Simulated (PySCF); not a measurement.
An unknown gives this computed stick spectrum. The calculation used PySCF, TDDFT CAM-B3LYP/def2-SVPD, vertical, gas phase, core orbitals frozen in the response. Geometries: PBE0-D3(BJ)/def2-SVP, one conformer each.

```tsv
state	E (eV)	f
S1	6.51	0.0033
S2	6.65	0.046
S3	7.42	0.026
S4	7.50	0.056
S5	7.59	0.065
S6	7.72	0.022
S7	7.83	0.0062
S8	7.96	0.029
S9	8.21	0.0052
S10	8.36	0.034
```

**Question.** Which structure fits?
A. `c1(nn(CC#C)nc1)OC`
B. `CNN(C)CC(F)(F)F`
C. `c1cnc2c(cccc2)c1`

**Answer.** B. Its S1, at 6.51 eV, is the highest among the candidates; the nearest of the others has S1 at 5.93 eV. S1 is HOMO-1→LUMO (60%), HOMO→LUMO (17%), HOMO-1→LUMO+3 (9%). Löwdin shares by element: HOMO nitrogen 64%, carbon 15% or more (atoms not listed hold the other 21%); LUMO carbon 32% or more, hydrogen 17% or more (atoms not listed hold the other 51%). At the same level the other candidates give, for their lowest levels:
- `c1ccc2ncccc2c1`: 4.56 eV (f 0.002); 4.66 eV (f 0.028); 4.73 eV (f 0.055); 5.62 eV (f 0.000); 6.09 eV (f 0.966); T1 3.17 eV; HOMO -7.98, LUMO -0.62 eV
- `C#CCn1ncc(OC)n1`: 5.93 eV (f 0.202); 6.32 eV (f 0.000); 6.61 eV (f 0.001); 6.71 eV (f 0.013); 6.77 eV (f 0.007); T1 4.31 eV; HOMO -8.17, LUMO 0.83 eV

The values belong to the conformer `[CH3:1][NH:2][N:3]([CH3:4])[CH2:5][C:6]([F:7])([F:8])[F:9]`: C1–N2–N3–C4 85°, N2–N3–C5–C6 136°, N3–C5–C6–F7 -60°.
Triplets come from the Tamm–Dancoff approximation.

Without π bonds the low states are Rydberg-like; a valence basis with one diffuse set may place them up to an eV too high.
